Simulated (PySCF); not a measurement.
Two species compared at the same levels of theory.

First species: C5H12P (charge +1).
Numbering: `[CH2:1]=[CH:2][CH2:3][PH+:4]([CH3:5])[CH3:6]` (hydrogens: H7, H8 on C1; H9 on C2; H10, H11 on C3; H12 on P4; H13, H14, H15 on C5; H16, H17, H18 on C6)

Second species: C2H5F3GeO.
Cartesian coordinates in Å at the PBE0-D3(BJ)/def2-SVP level; atoms count from 1:
```xyz
12
C2H5F3GeO angstrom
C      1.9152   -0.3043    0.0978
O      1.0871    0.6542   -0.5070
Ge    -0.4837    1.0717    0.1933
C     -1.6777   -0.5444    0.0732
F     -2.0413   -0.9810    1.2861
F     -1.0665   -1.5600   -0.5486
F     -2.8011   -0.2785   -0.6047
H      2.1646   -0.0465    1.1450
H      1.4647   -1.3132    0.0883
H      2.8571   -0.3495   -0.4703
H     -1.0489    2.1931   -0.6783
H     -0.3275    1.4296    1.6826
```

Levels: CAM-B3LYP/def2-SVPD for HOMO energy, LUMO energy, HOMO–LUMO gap, static isotropic polarisability and electronic spatial extent ⟨r²⟩ about the centre of nuclear charge; TDDFT CAM-B3LYP/def2-SVPD for lowest singlet excitation; TDA CAM-B3LYP/def2-SVPD for lowest triplet excitation (Tamm–Dancoff); ΔSCF CAM-B3LYP/def2-SVPD for vertical ionisation energy; PBE0-D3(BJ)/def2-SVP for rotational constant A and rotational constant C. Geometries: PBE0-D3(BJ)/def2-SVP. All species are isolated and taken at one optimised geometry, non-relativistic unless stated; the electronic structure was computed with PySCF and density fitting.

The conformers computed, where there is a choice (atom-mapped SMILES and torsion angles):
- `[CH2:1]=[CH:2][CH2:3][PH+:4]([CH3:5])[CH3:6]`: C1–C2–C3–P4 106°, C2–C3–P4–C5 174°
- `[CH3:1][O:2][GeH2:3][C:4]([F:5])([F:6])[F:7]`: C1–O2–Ge3–C4 -66°, O2–Ge3–C4–F5 117°

```
                                                         property    column X   column Y
                                                      HOMO energy    -9.68 eV  -13.11 eV
                                                      LUMO energy     0.58 eV   -3.26 eV
                                                    HOMO–LUMO gap    10.26 eV    9.85 eV
                                        lowest singlet excitation     6.72 eV    7.10 eV
                         lowest triplet excitation (Tamm–Dancoff)     6.32 eV    4.26 eV
                                  static isotropic polarisability     61.3 au    79.3 au
                                       vertical ionisation energy    10.54 eV   13.99 eV
electronic spatial extent ⟨r²⟩ about the centre of nuclear charge  1068 bohr²  917 bohr²
                                            rotational constant A   2.704 GHz  5.125 GHz
                                            rotational constant C   1.093 GHz  1.385 GHz
```

(1) Which column belongs to which species?

(2) How does each property change from the first species to the second?

## Answers

(1) Column X is the second species and column Y the first. The first has 18 atoms and 56 electrons, the second 12 and 84; their charges are +1 and 0, their HOMO energies -13.11 eV and -9.68 eV.

(2) HOMO energy +3.43 eV; LUMO energy +3.84 eV; HOMO–LUMO gap +0.41 eV; lowest singlet excitation -0.38 eV; lowest triplet excitation (Tamm–Dancoff) +2.06 eV; static isotropic polarisability -18.0 au; vertical ionisation energy -3.45 eV; electronic spatial extent ⟨r²⟩ about the centre of nuclear charge +151 bohr²; rotational constant A -2.421 GHz; rotational constant C -0.292 GHz.

On the first: The polarisability is 11.74 Å³ as a volume (1 au = 0.148185 Å³), or 1.42 au for each of the 56 electrons. The principal polarisabilities are 66.7, 73.1 and 98.0 au; their mean is the isotropic value.

On the second: The principal polarisabilities are 56.5, 60.6 and 67.0 au; their mean is the isotropic value. The 10 singlets span 6.72 to 8.83 eV, and their oscillator strengths add up to 0.26. Relativistic effects, spin–orbit coupling among them, are left out although an element past zinc is present.
